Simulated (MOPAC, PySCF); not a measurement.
AlBr₂I, SMILES `[I][Al]([Br])[Br]`, neutral singlet in the gas phase. 

Cartesian coordinates (Å):
```xyz
4

Br    -1.4956    -1.6901    -0.0262
Al    -0.0465     0.0083    -0.0009
Br    -0.8150     2.1046    -0.0161
I      2.3570    -0.4229     0.0432
```
Charge 0, multiplicity 1.

All levels are single points at this geometry (PBE0-D3(BJ)/def2-TZVP); Pople sets use spherical d functions. Orbital energies aren't observables, and empty levels follow the basis.

B3LYP/6-31G* (LANL2DZ on I) in PySCF gives HOMO (eV) = -7.89.

Question: Estimate the HOMO (eV) from each of these levels: PBE-D3(BJ)/def2-TZVP in PySCF; ωB97X-D3(BJ)/def2-TZVP in PySCF; B3LYP/6-311+G** (LANL2DZ on Br, I) in PySCF; B3LYP/LANL2DZ in PySCF; BP86/6-31G* (LANL2DZ on I) in PySCF; M06-2X/6-31G* (LANL2DZ on I) in PySCF; PBE/6-31G* (LANL2DZ on I) in PySCF; SVWN5/6-31G* (LANL2DZ on I) in PySCF; AM1 in MOPAC; PM3 in MOPAC; PM6 in MOPAC; PM7 in MOPAC.

Answer: 
```csv
level,HOMO (eV)
PBE-D3(BJ)/def2-TZVP in PySCF,-6.94
ωB97X-D3(BJ)/def2-TZVP in PySCF,-10.41
"B3LYP/6-311+G** (LANL2DZ on Br, I) in PySCF",-7.94
B3LYP/LANL2DZ in PySCF,-8.10
BP86/6-31G* (LANL2DZ on I) in PySCF,-7.12
M06-2X/6-31G* (LANL2DZ on I) in PySCF,-9.14
PBE/6-31G* (LANL2DZ on I) in PySCF,-7.01
SVWN5/6-31G* (LANL2DZ on I) in PySCF,-7.12
AM1 in MOPAC,-11.07
PM3 in MOPAC,-11.16
PM6 in MOPAC,-10.36
PM7 in MOPAC,-9.59
```
